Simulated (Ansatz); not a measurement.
The Bi1–Cl2 bond of BiCl3 (SMILES [Cl][Bi]([Cl])[Cl]) is stretched (multiplicity 1, the rest rigid).
Geometry at rest (charge 0, multiplicity 1):
```xyz
4

Bi     0.000     0.001     0.452
Cl    -1.869    -1.052    -0.732
Cl     0.023     2.142    -0.739
Cl     1.844    -1.094    -0.735
```

Correlated levels freeze the cores. Filled d and f shells under p-block atoms count as core.

Run with Ansatz (Gaussian basis) for Hartree–Fock, density functionals and correlated methods. Values without a source in brackets are computed. In def2 rows elements past Kr take small-core potentials, without spin–orbit coupling.

Energies above the point at 2.450 Å (the B3LYP-D3(BJ) bond length), FIC-MRCISD+Q on CASSCF(6,4)/def2-SVP (kcal/mol): 15.16 at 2.205 Å; 5.44 at 2.695 Å; 63.88 at 7.841 Å.

Problem. Take the last value as the depth D of a Morse curve D(1 − e^(−a(R − R₀)))², fit a and R₀ to the two near points, and test it at 3.308 and 4.288 Å.

Solution. 
With D = 63.9, both near points (counted from the curve's value at 2.450 Å) are met by a = 1.52 Å⁻¹ and R₀ = 2.467 Å, so k = 2Da² = 294 kcal/(mol Å²). The curve then gives 33.2 and 56.0 kcal/mol; the level itself gives 37.0 and 61.5, so Morse is off by -3.8 and -5.5.

Doubts at one or more of the structures used: active orbitals that take no part (FIC-MRCISD+Q on CASSCF(6,4)/def2-SVP).

Ansatz is an electronic-structure program.
